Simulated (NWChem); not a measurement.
CH3F3Si; SMILES C(F)(F)(F)[SiH3]

```xyz
8

Si     0.0000     0.0000    -1.4979
C      0.0000     0.0000     0.4449
F      0.9998     0.7737     0.9435
F      0.1701    -1.2527     0.9435
F     -1.1699     0.4790     0.9435
H     -0.1878     1.4142    -1.9573
H     -1.1309    -0.8697    -1.9573
H      1.3187    -0.5445    -1.9573
```
Atoms are numbered in this order, from 1.

Computed with NWChem. Structure relaxed at the PBE-D3(BJ)/def2-SVP level. Level: PBE/def2-SVP with SMD (1 M gas to 1 M solution), gas-phase geometry. Reactions with the solvent are ignored.

Estimate the computed values for solvent water. Quantities: solvation free energy (kcal/mol); cavity-dispersion-structure term (kcal/mol); dipole in solution (D).


| Item | Result |
|---|---|
| solvation free energy (kcal/mol) | 2.9 |
| cavity-dispersion-structure term (kcal/mol) | 4.4 |
| dipole in solution (D) | 2.06 |
